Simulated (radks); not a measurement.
Species: Pm30+. Configuration: [Ar] 3d10 4s2 4p1.

All-electron calculation, scalar-relativistic Kohn-Sham, PBE, spin-unpolarised, spherical densities, point nucleus. Program: a radial shooting solver on a logarithmic mesh with Libxc functionals.

Energy parts (eV):
total: -259823.99
kinetic: 277952.40
electron-nucleus: -595710.54
Hartree: 63092.60
exchange-correlation: -5158.45

Orbitals (lengths in bohr, moments of r in powers of bohr; <r^-3> diverges for s and p1/2):
1s: occ. 2; eigenvalue (eV) -46128.18; <1/r> 67.44; <r^4> 1.416e-06; <r> 0.02318
2s: occ. 2; eigenvalue (eV) -8402.709; <1/r> 15.62; <r^4> 0.0002275; <r> 0.09879
2p: occ. 6; eigenvalue (eV) -7623.150; <1/r> 14.69; <r^-3> 9613; <r^4> 0.0001678; <r> 0.08693
3s: occ. 2; eigenvalue (eV) -2621.191; <1/r> 5.788; <r^4> 0.008458; <r> 0.2568
3p: occ. 6; eigenvalue (eV) -2375.802; <1/r> 5.474; <r^-3> 2043; <r^4> 0.008664; <r> 0.2541
3d: occ. 10; eigenvalue (eV) -2047.126; <1/r> 5.207; <r^-3> 281.0; <r^4> 0.006712; <r> 0.2303
4s: occ. 2; eigenvalue (eV) -1206.703; <1/r> 2.757; <r^4> 0.1331; <r> 0.5256
4p: occ. 1; eigenvalue (eV) -1115.150; <1/r> 2.619; <r^-3> 629.0; <r^4> 0.1498; <r> 0.5379

The highest occupied level is 4p at -1115.1 eV. Summed over all electrons, <r^2> = 2.245 bohr^2, which gives a Langevin (diamagnetic) susceptibility term of -1.78 x 10^-6 cm^3/mol.
